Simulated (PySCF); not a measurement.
# What a mistake does to a calculation on Ge2H6NO cation

These are calculations, not measurements. They come from PySCF 2.14.0, an open-source quantum chemistry program, on an isolated molecule that a program drew, which may never have been made. The molecule is Ge2H6NO cation (charge +1, singlet), drawn as the SMILES string `[OH][GeH2][NH][GeH2+]`.

Each row is a Hartree-Fock (HF) and frozen-core CCSD(T) single point in the cc-pVDZ basis, meant for a local HF minimum. Run 1 is clean. Each other run has one planted mistake out of seven kinds, and not every kind appears here: one electron removed, one electron added, multiplicity raised by two, geometry at a saddle point, minimal basis STO-3G, one bond length entered in bohr, all coordinates scaled. The reference is restricted for singlets and unrestricted otherwise, and also for a bond in bohr. Adding or removing an electron swaps singlet and doublet. Electrons count all cores. HOMO and LUMO are orbital energies over both spins, the gradient is its largest component, and the lowest frequency (negative if imaginary) is given only where the gradient is small. Bond lengths are over the 9 bonds as drawn. T1 is the CCSD diagnostic: over 0.02 (restricted) or 0.045 (unrestricted) a single reference is doubtful. Germanium has the cc-pVDZ-PP basis, with a core potential (ECP10MDF) in place of its 10 inner electrons, and its 3s, 3p and 3d shells are frozen in CCSD(T).

Geometry of the clean run:
```xyz
10
Ge2H6NO cation, angstrom
O    -1.3402   -0.2035   -1.4724
Ge   -1.4545   -0.0825    0.2856
N    -0.8060   -1.8468    0.5811
Ge   -0.3510   -3.0015   -0.6290
H    -1.6117    0.5299   -2.0088
H    -0.4667    0.8951    0.8886
H    -2.8808   -0.0028    0.7902
H    -0.7013   -2.1545    1.5361
H     0.1495   -4.3347   -0.1267
H    -0.4594   -2.6769   -2.0887
```

```
run,electrons,basis functions,<S^2>,HOMO (eV),LUMO (eV),gradient (hartree/bohr),lowest frequency (cm^-1),mean bond (Å),longest bond (Å),T1,HF (hartree),CCSD(T) (hartree),mistake
1,84,104,0.000,-16.20,-4.09,2.7e-05,47,1.4887,1.903,0.0181,-719.34707,-719.93918,no fault
2,83,104,0.761,-21.54,-12.89,8.4e-02,-,1.4887,1.903,0.0902,-718.82095,-719.37309,one electron removed
3,84,104,0.000,-16.07,-4.14,1.8e-02,-,1.5200,1.943,0.0195,-719.34255,-719.94069,all coordinates scaled
4,84,104,2.032,-11.91,-6.04,1.1e-01,-,1.4887,1.903,0.0168,-719.23053,-719.78529,?
5,85,104,0.767,-5.57,3.06,6.2e-02,-,1.4887,1.903,0.0141,-719.52388,-720.12412,?
```

**Which mistake was planted in run 4, and what did it cost?**

Electrons, basis and geometry are unchanged, and <S^2> is 2.032, beside S(S+1) = 2.00 for a multiplicity of 3. So the mistake is: multiplicity raised by two. Subtracting run 1 and multiplying by 627.51 kcal/mol a hartree, the energy moved by 73.1 kcal/mol in HF and 96.6 kcal/mol in CCSD(T).

**Which mistake was planted in run 5, and what did it cost?**

It counts 85 electrons, one more than the clean run, at the same geometry and basis. So the mistake is: one electron added. Subtracting run 1 and multiplying by 627.51 kcal/mol a hartree, the energy moved by -110.9 kcal/mol in HF and -116.1 kcal/mol in CCSD(T).

Cautions from the logs. Run 2: T1 is over the limit, so its CCSD(T) energy is less reliable.
